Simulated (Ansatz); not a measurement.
H2OSn (SMILES [OH][SnH]) moved off its minimum; all values from Ansatz (an electronic-structure program), cores frozen in correlated methods. Elements past Kr take the def2 small-core potentials, without spin–orbit coupling.
(charge 0, multiplicity 1)
```xyz
4

Sn    -0.12619    -0.16232     0.15963
H     -1.37122     0.01049    -1.04753
O      1.17709     0.79122    -0.89962
H      0.91451     1.11267    -1.79173
```

Question: Give the forces (eV/Å), the total energy and the dipole at CCSD(T)/def2-TZVPPD.

Answer: 
```tsv
atom	Fx	Fy	Fz
Sn1	-0.521	-0.700	1.103
H2	-0.568	0.002	-0.413
O3	0.863	1.099	-1.769
H4	0.226	-0.401	1.078
```
Energy -289.7832 hartree, dipole 1.20 D.
